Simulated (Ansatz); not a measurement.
`[SH][Cd][Cl]` + H–F → `[F][Cd][SH]` + HCl at 500 K and 1 bar (ligand exchange at a Cd–Cl bond).

Calculated with Ansatz (gas phase, PBE0-D4/def2-TZVP geometries, no zero-point term in ΔE). CCSD(T)/CBS is the MP2 limit (def2-TZVPP, def2-QZVPP) plus CCSD(T) − MP2 in def2-TZVPP, frozen cores. This one scheme is used for every species. Elements past krypton have def2 core potentials. For Cd outer-core shells are correlated without core-valence functions, which leaves a few kJ/mol of doubt a bond. One conformer a species, not always the lowest.

| species | CCSD(T)/CBS energy (Eh) | H − E (kJ/mol) | S (J/(mol·K)) |
| --- | --- | --- | --- |
| `[SH][Cd][Cl]` | -1025.94547 | 55.6 | 351.5 |
| H–F | -100.39570 | 39.4 | 188.7 |
| `[F][Cd][SH]` | -665.92675 | 56.2 | 339.1 |
| HCl | -460.38127 | 32.5 | 201.9 |

H − E and S are ideal-gas, rigid-rotor, harmonic terms from PBE0-D4/def2-TZVP, for one conformer and one mirror image of each species. 1 Eh = 2625.50 kJ/mol, R = 8.31446 J/(mol·K).

Task: By hand: ΔE, ΔH, ΔS and ΔG.

Result: ΔE = (-665.92675) + (-460.38127) − (-1025.94547) − (-100.39570) = 0.03315 Eh = 87.0 kJ/mol. Δ(H − E) = 56.2 + 32.5 − 55.6 − 39.4 = -6.3, so ΔH = 80.7 kJ/mol. ΔS = 339.1 + 201.9 − 351.5 − 188.7 = 0.8 J/(mol·K). ΔG = 80.7 − 500 × (0.8)/1000 = 80.3 kJ/mol.

Task: By hand: the equilibrium constant, and the temperature at which ΔG would vanish if ΔH and ΔS stayed fixed.

Result: log₁₀ K = −ΔG/(RT ln 10) = -8.4. ΔG = 0 at ΔH/ΔS = 100875 K, far beyond where these terms or the molecules hold.

The number of gas molecules stays the same, so ΔS is small and ΔH decides. A doubt of 5 kJ/mol in ΔE shifts log₁₀ K by 0.5 here. Other conformers and mirror images would add mixing entropy, several J/(mol·K) or more a flexible species. These are equilibria of isolated gas molecules and say nothing of rates. Largest T1 diagnostic: 0.016 (customary marks: 0.02 for closed shells, 0.045 for open ones).
